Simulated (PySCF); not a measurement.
Point-charge models of `N#C[C@H](O[SiH2]C(F)(F)F)C(F)(F)F` against its computed dipole.

Coordinates (PBE0-D3(BJ)/def2-SVP, Å) and charges (e) from the PBE0/pcSseg-1 density (PySCF):

| atom | x | y | z | Mulliken | IAO | Hirshfeld | ESP-fitted |
| --- | --- | --- | --- | --- | --- | --- | --- |
| N1 | -1.081 | -2.319 | -2.650 | -0.2152 | -0.1856 | -0.1795 | -0.4042 |
| C2 | -0.905 | -1.514 | -1.840 | +0.1518 | +0.1283 | +0.0723 | +0.4230 |
| C3 | -0.659 | -0.490 | -0.817 | +0.0128 | +0.0255 | +0.0443 | -0.3041 |
| O4 | 0.009 | -1.053 | 0.258 | -0.6353 | -0.6080 | -0.2123 | -0.2419 |
| Si5 | 0.992 | -0.341 | 1.409 | +0.8236 | +0.9639 | +0.3990 | +0.4115 |
| C6 | 1.975 | 1.062 | 0.516 | +0.5148 | +0.5333 | +0.1671 | +0.3217 |
| F7 | 2.663 | 0.583 | -0.531 | -0.2660 | -0.2785 | -0.0926 | -0.1409 |
| F8 | 2.841 | 1.667 | 1.333 | -0.2582 | -0.2703 | -0.0892 | -0.1480 |
| F9 | 1.145 | 2.007 | 0.033 | -0.2749 | -0.2847 | -0.0911 | -0.1511 |
| C10 | -1.982 | 0.141 | -0.356 | +0.8414 | +0.8087 | +0.2580 | +0.6043 |
| F11 | -2.796 | -0.755 | 0.177 | -0.2415 | -0.2587 | -0.0744 | -0.1521 |
| F12 | -1.715 | 1.067 | 0.568 | -0.2622 | -0.2720 | -0.0691 | -0.1822 |
| F13 | -2.592 | 0.727 | -1.377 | -0.2443 | -0.2651 | -0.0722 | -0.1780 |
| H14 | -0.088 | 0.328 | -1.295 | +0.1850 | +0.1813 | +0.0520 | +0.2103 |
| H15 | 0.228 | 0.267 | 2.526 | -0.0634 | -0.1160 | -0.0609 | -0.0329 |
| H16 | 1.943 | -1.381 | 1.861 | -0.0684 | -0.1021 | -0.0512 | -0.0353 |

Task: Compute μ = Σ q r for each scheme (1 e·Å = 4.803 D) and compare with the dipole of the full density.

Result: The full density gives (1.11, 1.25, 2.76) D, 3.22 D in size; dipole vectors point from the negative to the positive end.

```json
{"scheme": "Mulliken", "μx": "0.41", "μy": "0.20", "μz": "3.12", "size (D)": "3.15", "share of the full size (%)": "98", "angle to the full dipole (°)": "24"}
{"scheme": "IAO", "μx": "1.30", "μy": "-0.42", "μz": "3.11", "size (D)": "3.40", "share of the full size (%)": "105", "angle to the full dipole (°)": "30"}
{"scheme": "Hirshfeld", "μx": "0.50", "μy": "0.97", "μz": "2.24", "size (D)": "2.49", "share of the full size (%)": "77", "angle to the full dipole (°)": "9"}
{"scheme": "ESP-fitted", "μx": "1.13", "μy": "1.22", "μz": "2.76", "size (D)": "3.23", "share of the full size (%)": "100", "angle to the full dipole (°)": "1"}
```

Task: Which set comes closest?

Result: Length of the difference vector: ESP-fitted 0.03 D, Hirshfeld 0.85 D, Mulliken 1.30 D, IAO 1.71 D. Closest: ESP-fitted. ESP charges are fitted to the potential around the molecule, whose slowest-falling term is the dipole's. The schemes that divide the density aren't constrained to reproduce the dipole.

Task: What is left for the Hirshfeld atoms' own dipoles?

Result: The Hirshfeld atoms' densities add up to the full density, so μ = Σ q r + Σ (atomic dipoles). The atomic dipoles sum to (1.11, 1.25, 2.76) − (0.50, 0.97, 2.24) = (0.61, 0.28, 0.52) D, 0.85 D in size.

Task: With the origin at the mean of the coordinates, (-0.001, 0.000, -0.012) Å, which are the largest single terms, by size, of the Mulliken dipole along the direction of the full one?

Result: Si5 +5.64, C6 +3.81, C10 -3.72, N1 +3.64, F8 -3.44 D; all 16 atoms together +2.89 D. The single terms depend on the origin, their sum doesn't.

Task: Give the size of the full dipole in other units.

Result: 3.22 D = 1.268 au = 0.671 e·Å = 10.75 × 10⁻³⁰ C·m.

One conformer (not necessarily the lowest) at the PBE0-D3(BJ)/def2-SVP geometry, without solvent, vibrations or thermal averaging.

Shape of the structure used: `[N:1]#[C:2][C@H:3]([O:4][SiH2:5][C:6]([F:7])([F:8])[F:9])[C:10]([F:11])([F:12])[F:13]`: C2–C3–O4–Si5 156°, C3–O4–Si5–C6 -35°, O4–Si5–C6–F7 -57°, C2–C3–C10–F11 61°.
